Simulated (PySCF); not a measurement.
B(Cl)(Et)(OH) (C₂H₆BClO), SMILES ClB(CC)O.

Coordinates come from a PBE0-D3(BJ)/def2-SVP optimisation. The structure was generated by enumeration, and PubChem lists no compound with its InChIKey, so it may never have been made. Other conformers were not sampled.

Computed with TDDFT-PBE/def2-SVPD run with PySCF 2.14.0.

Vertical excitations. The molecule is in vacuum.

```
state  energy (eV)  λ (nm)      f                                                                  main pairs
-----  -----------  ------  -----  --------------------------------------------------------------------------
S1            6.54     190  0.003                                                              HOMO→LUMO 95 %
S2            6.92     179  0.003                                                            HOMO−1→LUMO 86 %
S3            6.96     178  0.059                                                            HOMO→LUMO+1 91 %
S4            7.28     170  0.004                                        HOMO−1→LUMO+1 72 %, HOMO−2→LUMO 23 %
S5            7.34     169  0.034                                                            HOMO−3→LUMO 74 %
S6            7.40     168  0.020  HOMO−2→LUMO+1 60 %, HOMO−3→LUMO 16 %, HOMO−1→LUMO+1 10 %, HOMO−2→LUMO 10 %
S7            7.55     164  0.038   HOMO−2→LUMO 38 %, HOMO−2→LUMO+1 30 %, HOMO→LUMO+2 15 %, HOMO−1→LUMO+1 6 %
S8            7.69     161  0.002                                                          HOMO−3→LUMO+1 98 %
S9            7.87     157  0.047                                                            HOMO→LUMO+2 79 %
S10           8.10     153  0.010                                        HOMO−4→LUMO 73 %, HOMO−1→LUMO+2 19 %
T1            6.15     201      0                                                              HOMO→LUMO 92 %
T2            6.59     188      0                                          HOMO−1→LUMO 64 %, HOMO−2→LUMO 31 %
T3            6.63     187      0                                          HOMO−2→LUMO 67 %, HOMO−1→LUMO 29 %
T4            6.82     182      0                                                            HOMO→LUMO+1 99 %
```
Triplets are in the Tamm–Dancoff approximation, which puts them higher than full response would, so one can lie above its singlet here.
